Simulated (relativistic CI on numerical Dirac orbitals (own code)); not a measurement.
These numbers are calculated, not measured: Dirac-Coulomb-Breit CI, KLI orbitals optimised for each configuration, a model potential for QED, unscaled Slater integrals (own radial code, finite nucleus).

Configurations in the expansion (outside the closed core 1s2): 2s2.2p6, 2s2.2p5.3s, 2s2.2p5.3p, 2s2.2p5.3d, 2s.2p6.3s, 2s.2p6.3p, 2s.2p6.3d, 2s2.2p5.4s, 2s2.2p5.4p, 2s2.2p5.4d, 2s2.2p5.4f, 2s2.2p5.5s, 2s2.2p4.3s2, 2s.2p6.4s, 2s2.2p5.5p, 2s2.2p5.5d, 2s.2p6.4p, 2s2.2p5.5f, 2s2.2p5.5g, 2s2.2p4.3s.3p, 2s.2p6.4d, 2s.2p6.4f, 2s2.2p4.3p2, 2s2.2p4.3s.3d, 2s2.2p4.3p.3d, 2s.2p5.3s2, 2s.2p5.3s.3p, 2s.2p6.5s, 2s2.2p4.3d2, 2s.2p6.5p, 2s.2p6.5d, 2s.2p6.5f, 2s.2p6.5g, 2s.2p5.3p2, 2s.2p5.3s.3d, 2s.2p5.3p.3d. Levels of other configurations are missing.

At this charge energies of transitions that change n are usually good to better than 1 %, and those within a shell (Δn = 0) to a few per cent.

Outline of the computed level scheme of Co XVIII. Lowest level of each configuration: 2s2.2p6 1S_0 at 0.00 eV; 2s2.2p5.3s 3P°_2 at 800.25 eV; 2s2.2p5.3p 3S_1 at 832.55 eV; 2s2.2p5.3d 3P°_0 at 881.68 eV; 2s.2p6.3s 3S_1 at 944.63 eV; 2s.2p6.3p 3P°_0 at 979.63 eV; 2s.2p6.3d 3D_1 at 1027.52 eV; 2s2.2p5.4s 3P°_2 at 1079.35 eV; 2s2.2p5.4p 3S_1 at 1092.78 eV.

Some strong electric-dipole decays among the lowest 45 levels: 2s2.2p5.3d 1P°_1 → 2s2.2p6 1S_0 (2.9e+13 s⁻¹); 2s2.2p5.3d 3D°_1 → 2s2.2p6 1S_0 (8.1e+12 s⁻¹); 2s.2p6.3p 1P°_1 → 2s2.2p6 1S_0 (4.3e+12 s⁻¹); 2s2.2p5.3s 1P°_1 → 2s2.2p6 1S_0 (1.2e+12 s⁻¹); 2s2.2p5.3s 3P°_1 → 2s2.2p6 1S_0 (1.0e+12 s⁻¹); 2s.2p6.3p 3P°_1 → 2s2.2p6 1S_0 (5.9e+11 s⁻¹); 2s2.2p5.4s 1P°_1 → 2s2.2p6 1S_0 (4.4e+11 s⁻¹); 2s2.2p5.4s 3P°_1 → 2s2.2p6 1S_0 (3.2e+11 s⁻¹).

LS names give the leading component of a level, which can be under half, so a name can repeat, a term be missing and a line seem to break the LS rules.
